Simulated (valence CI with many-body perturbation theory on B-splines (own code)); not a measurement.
**E1 transitions of Ir44+**

Calculated by relativistic CI+MBPT: five valence electrons over a frozen Dirac-Fock core [Ar] 3d10, a basis of 11 s, 11 p, 10 d, 8 f, 5 g, 2 h functions for each j, with the one-electron correlation potential Σ1, the two-electron term Σ2, the three-electron term Σ3, Breit, model QED; selected CI, second order for the rest, scaled by the run's own slope (own B-spline code, finite nucleus).

No measured spectrum was set against this ion. As an estimate, large intervals hold to a few tenths of a per cent, small ones and those within an open d or f shell to about a per cent. Among the levels kept, up to 2200 cm⁻¹ of a level comes from second order outside the variational space, and about a tenth of that is noise between levels of different J, which matters for small intervals.

Lines 151 to 200 of 557 in falling wavelength, among levels below 618.48 eV, chosen from the strongest by gf and those to the six lowest levels. Wavelengths and rates use the calculated energies. Electric multipoles are in the length gauge with retardation, E1 and E2 with the static RPA response of the core. Weak lines are less certain than strong ones. Lines between different terms over intervals too small for the method are left out, as are lines whose strength nearly cancels. Where a level lies close to another of its J and parity, the split of strength between their lines is uncertain. The highest levels of a list are the least certain.

Levels are named by their leading jj configuration (3d3/2^4 stands for four electrons in 3d with j = 3/2), which in mixed levels can hold well under half, so a name can repeat and another be missing. Letters in brackets count levels of one name in rising energy.

```csv
λ vac (nm),Upper,Lower,A (s⁻¹),log gf,Branch %
6.237,(4s^2 4p1/2 4p3/2 4d5/2) J=3/2 [b],(4s^2 4p1/2 4p3/2^2) J=1/2,2.53e+11,-0.23,66.3
6.235,(4s^2 4p3/2 4d3/2 4d5/2) J=7/2 [c],(4s^2 4p3/2^2 4d3/2) J=5/2,8.86e+10,-0.38,7.9
6.231,(4s^2 4p1/2 4p3/2 4f5/2) J=5/2 [b],(4s^2 4p1/2 4p3/2 4d3/2) J=3/2 [b],6.19e+10,-0.67,10.1
6.226,(4s 4p1/2^2 4d5/2^2) J=9/2,(4s 4p1/2^2 4p3/2 4d5/2) J=9/2,7.90e+10,-0.34,14.8
6.216,(4s 4p1/2^2 4d3/2 4d5/2) J=9/2,(4s 4p1/2^2 4p3/2 4d3/2) J=7/2,6.71e+10,-0.41,42.3
6.216,(4s^2 4p1/2 4p3/2 4f7/2) J=5/2 [b],(4s^2 4p1/2 4p3/2 4d5/2) J=5/2 [a],3.00e+11,0.02,69.9
6.215,(4s 4p1/2 4p3/2^2 4d5/2) J=1/2 [b],(4s 4p1/2 4p3/2^3) J=3/2 [b],1.77e+11,-0.69,11.9
6.208,(4s 4p1/2^2 4d3/2 4d5/2) J=3/2 [a],(4s 4p1/2^2 4p3/2 4d3/2) J=1/2 [a],1.82e+11,-0.38,55.8
6.205,(4s 4p1/2^2 4d3/2 4d5/2) J=3/2 [a],(4s 4p1/2^2 4p3/2 4d3/2) J=3/2 [a],8.22e+10,-0.72,25.2
6.202,(4s 4p1/2 4p3/2^2 4d5/2) J=3/2 [d],(4s 4p1/2 4p3/2^3) J=3/2 [b],3.09e+11,-0.15,18.3
6.198,(4s^2 4p1/2 4p3/2 4d5/2) J=1/2,(4s^2 4p1/2 4p3/2^2) J=1/2,3.32e+11,-0.42,66.8
6.198,(4s 4p1/2 4p3/2^2 4d3/2) J=5/2 [e],(4s^2 4p1/2 4p3/2 4d5/2) J=3/2 [b],1.51e+11,-0.28,16.2
6.193,(4s 4p1/2 4p3/2^2 4d5/2) J=1/2 [b],(4s 4p1/2 4p3/2^3) J=1/2,2.72e+11,-0.51,18.3
6.192,(4s^2 4p3/2^2 4f5/2) J=5/2,(4s^2 4p3/2^2 4d3/2) J=5/2,5.45e+10,-0.73,8.7
6.191,(4s 4p1/2^2 4p3/2 4d5/2) J=3/2 [b],(4s 4p1/2^2 4p3/2^2) J=1/2,2.52e+11,-0.24,33.4
6.191,(4s 4p1/2^2 4p3/2 4f7/2) J=11/2,(4s 4p1/2^2 4p3/2 4d5/2) J=9/2,2.23e+11,0.19,88.9
6.175,(4s 4p1/2^2 4p3/2 4d5/2) J=5/2 [b],(4s 4p1/2^2 4p3/2^2) J=3/2,5.16e+11,0.25,55.1
6.172,(4s 4p1/2^2 4p3/2 4d5/2) J=7/2 [a],(4s 4p1/2^2 4p3/2^2) J=5/2,2.25e+11,0.01,67.8
6.170,(4s 4p1/2 4p3/2^2 4d5/2) J=5/2 [c],(4s 4p1/2 4p3/2^3) J=5/2,1.29e+11,-0.36,10.7
6.165,(4s^2 4p1/2 4d5/2^2) J=3/2,(4s^2 4p1/2 4p3/2 4d5/2) J=3/2 [a],3.59e+11,-0.09,81.2
6.162,(4s 4p1/2 4p3/2^2 4d5/2) J=5/2 [d],(4s 4p1/2 4p3/2^3) J=5/2,1.06e+11,-0.44,18.0
6.144,(4s 4p1/2^2 4d5/2^2) J=5/2,(4s 4p1/2^2 4p3/2 4d5/2) J=5/2 [a],2.40e+11,-0.09,38.2
6.126,(4s 4p1/2 4p3/2^2 4d3/2) J=5/2 [e],(4s^2 4p1/2 4p3/2 4d5/2) J=7/2 [b],4.65e+10,-0.80,5.0
6.122,(4s 4p1/2^2 4p3/2 4f7/2) J=7/2 [b],(4s 4p1/2^2 4p3/2 4d5/2) J=5/2 [a],1.31e+11,-0.23,24.9
6.097,(4s 4p1/2^2 4d3/2 4d5/2) J=7/2 [b],(4s 4p1/2^2 4p3/2 4d3/2) J=7/2,2.91e+10,-0.89,16.4
6.085,(4s^2 4p1/2 4p3/2 4d5/2) J=7/2 [b],(4s^2 4p1/2 4p3/2^2) J=5/2,5.64e+11,0.40,100.0
6.084,(4s^2 4p1/2 4p3/2 4d5/2) J=5/2 [b],(4s^2 4p1/2 4p3/2^2) J=5/2,7.76e+10,-0.59,8.3
6.076,(4s 4p1/2^2 4d3/2 4d5/2) J=7/2 [b],(4s 4p1/2^2 4p3/2 4d3/2) J=5/2 [a],2.85e+10,-0.90,16.1
6.071,(4s^2 4p1/2 4d5/2^2) J=7/2 [b],(4s^2 4p1/2 4p3/2 4d5/2) J=5/2 [b],4.89e+11,0.33,32.5
6.048,(4s^2 4p3/2 4d3/2 4d5/2) J=5/2 [c],(4s^2 4p3/2^2 4d3/2) J=5/2,5.43e+10,-0.75,3.2
6.034,(4s 4p1/2 4p3/2^2 4d5/2) J=5/2 [f],(4s 4p1/2 4p3/2^3) J=3/2 [b],7.79e+11,0.41,42.6
6.023,(4s^2 4p3/2 4d3/2 4d5/2) J=5/2 [c],(4s^2 4p3/2^2 4d3/2) J=3/2 [a],1.29e+11,-0.38,7.6
6.022,(4s 4p1/2 4p3/2^2 4d3/2) J=3/2 [f],(4s^2 4p1/2 4p3/2 4d5/2) J=1/2,1.12e+11,-0.61,5.9
6.019,(4s 4p1/2 4p3/2^2 4d3/2) J=7/2 [b],(4s^2 4p1/2 4p3/2 4d5/2) J=5/2 [b],1.38e+11,-0.22,7.6
6.016,(4s^2 4p1/2 4p3/2 4d5/2) J=3/2 [b],(4s^2 4p1/2 4p3/2^2) J=5/2,8.84e+10,-0.72,23.2
6.015,(4s 4p1/2 4p3/2^2 4d3/2) J=1/2 [d],(4s^2 4p1/2 4p3/2 4d5/2) J=3/2 [b],1.24e+11,-0.87,6.9
6.014,(4s 4p1/2 4p3/2^2 4d5/2) J=3/2 [b],(4s 4p1/2 4p3/2^3) J=3/2 [a],5.68e+11,0.09,47.6
6.001,(4s 4p1/2^2 4d3/2 4d5/2) J=5/2 [b],(4s 4p1/2^2 4p3/2 4d3/2) J=5/2 [a],9.35e+10,-0.52,31.4
6.000,(4s^2 4p3/2 4d3/2 4d5/2) J=7/2 [d],(4s^2 4p3/2^2 4d3/2) J=7/2,8.18e+10,-0.45,6.3
5.998,(4s 4p1/2^2 4p3/2 4f5/2) J=7/2 [b],(4s 4p1/2^2 4p3/2 4d3/2) J=5/2 [b],1.26e+11,-0.26,23.2
5.989,(4s^2 4p3/2 4d5/2^2) J=7/2,(4s^2 4p3/2^2 4d3/2) J=5/2,2.87e+10,-0.91,12.7
5.982,(4s^2 4p3/2^2 4d5/2) J=3/2,(4s^2 4p3/2^3) J=3/2,7.86e+11,0.23,94.5
5.981,(4s 4p1/2 4p3/2^2 4d5/2) J=7/2 [e],(4s 4p1/2 4p3/2^3) J=5/2,7.15e+11,0.49,51.2
5.978,(4s^2 4p3/2 4d3/2 4d5/2) J=3/2 [b],(4s^2 4p3/2^2 4d3/2) J=1/2,2.34e+11,-0.30,10.0
5.976,(4s^2 4p3/2 4d3/2 4d5/2) J=5/2 [d],(4s^2 4p3/2^2 4d3/2) J=5/2,1.30e+11,-0.38,7.6
5.973,(4s 4p1/2 4p3/2^2 4d3/2) J=5/2 [b],(4s^2 4p1/2 4p3/2 4d5/2) J=3/2 [a],5.93e+10,-0.72,5.1
5.961,(4s 4p1/2^2 4d3/2 4d5/2) J=7/2 [b],(4s^2 4p1/2^2 4f5/2) J=5/2,2.89e+10,-0.91,16.3
5.959,(4s 4p1/2 4p3/2^2 4d5/2) J=9/2 [b],(4s^2 4p1/2 4p3/2 4d5/2) J=7/2 [b],4.21e+11,0.35,56.5
5.956,(4s^2 4p3/2 4d3/2 4d5/2) J=3/2 [b],(4s^2 4p3/2^2 4d3/2) J=3/2 [a],2.68e+11,-0.24,11.5
5.953,(4s 4p1/2 4p3/2^2 4d5/2) J=5/2 [e],(4s 4p1/2 4p3/2^3) J=5/2,6.25e+11,0.30,40.5
```
